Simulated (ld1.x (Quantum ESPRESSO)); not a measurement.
## u(r) = r·R(r): atom against pseudo-atom (nitrogen)

Columns: radius, all-electron u(r) and pseudo u(r) of the 2s shell (level -18.62 eV) of nitrogen in the configuration [He] 2s2 2p3; revPBE, scalar-relativistic, TM scheme, ld1.x (Quantum ESPRESSO) 7.5.

| r (bohr) | all-electron | pseudo |
| --- | --- | --- |
| 0.123 | 0.3866 | -0.0904 |
| 0.245 | 0.1906 | -0.1935 |
| 0.368 | -0.1312 | -0.3234 |
| 0.490 | -0.4209 | -0.4812 |
| 0.613 | -0.6412 | -0.6493 |
| 0.735 | -0.7853 | -0.7852 |
| 0.858 | -0.8656 | -0.8656 |
| 0.980 | -0.8951 | -0.8951 |
| 1.103 | -0.8884 | -0.8884 |
| 1.225 | -0.8571 | -0.8571 |
| 1.348 | -0.8097 | -0.8097 |
| 1.470 | -0.7537 | -0.7537 |
| 1.593 | -0.6929 | -0.6929 |
| 1.715 | -0.6316 | -0.6316 |
| 1.838 | -0.5712 | -0.5712 |
| 1.960 | -0.5139 | -0.5139 |
| 2.083 | -0.4597 | -0.4597 |
| 2.205 | -0.4100 | -0.4100 |
| 2.328 | -0.3641 | -0.3641 |
| 2.450 | -0.3228 | -0.3228 |
| 2.573 | -0.2853 | -0.2853 |
| 2.695 | -0.2519 | -0.2519 |
| 2.818 | -0.2219 | -0.2219 |
| 2.940 | -0.1954 | -0.1954 |
| 3.063 | -0.1717 | -0.1717 |
| 3.185 | -0.1509 | -0.1509 |

(1) How many radial nodes do the two functions have?

(2) At about which radius was the pseudo-wave matched?

(3) Is the pseudo-wave norm-conserving?

Results:

(1) The all-electron 2s function has n − l − 1 = 1; the pseudo-wave has 0, since the states of the same l below it are removed with the core.

(2) 0.90 bohr. The columns agree to 0.0005 from 0.73 bohr on; several derivatives are matched, so the curves merge somewhat inside the radius.

(3) Yes: the TM scheme keeps the norm inside the radius equal to the all-electron one, which fixes the energy derivative of the logarithmic derivative at the level.
